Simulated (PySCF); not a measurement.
System: C$_{2}$H$_{11}$P$_{2}$Si, net charge 1, singlet state. It need not be the lowest isomer of its formula. 
Coordinates optimised at B3LYP-D3(BJ)/def2-TZVP (Ansatz):
```xyz
16

C     -1.1062    -1.3777    -1.2219
Si     0.0138    -0.5138    -0.0175
C      0.3845    -1.4323     1.5542
P      1.8288     0.4021    -0.9741
P     -1.2792     1.3110     0.7127
H     -0.5721    -2.2427    -1.6246
H     -1.3826    -0.7412    -2.0634
H     -2.0146    -1.7443    -0.7412
H      1.0010    -2.3004     1.3049
H      0.9434    -0.8264     2.2684
H     -0.5241    -1.7989     2.0346
H      1.0959     1.3344    -1.7514
H      2.0869     1.2981     0.0942
H     -2.4982     1.0522     1.3622
H     -0.6015     2.1437     1.6141
H     -1.6423     2.1818    -0.3242
```
Charge +1, spin multiplicity 1.

Dispersion corrections to the total energy (kcal/mol) from the dftd3 and dftd4 libraries through PySCF: D3(BJ) without and D4 with the three-body term, each with the damping fitted for the functional named.

```
functional  D3(BJ)      D4
----------  ------  ------
B3LYP       -18.99  -14.95
BP86        -18.54  -13.09
LC-wPBE        ___  -10.42
HF          -71.40  -28.77
TPSSh          ___  -11.42
PBE         -10.59   -9.29
PW6B95         ___   -7.38
```

Complete the blanks.


- LC-wPBE, D3(BJ): -10.99
- TPSSh, D3(BJ): -12.98
- PW6B95, D3(BJ): -6.46
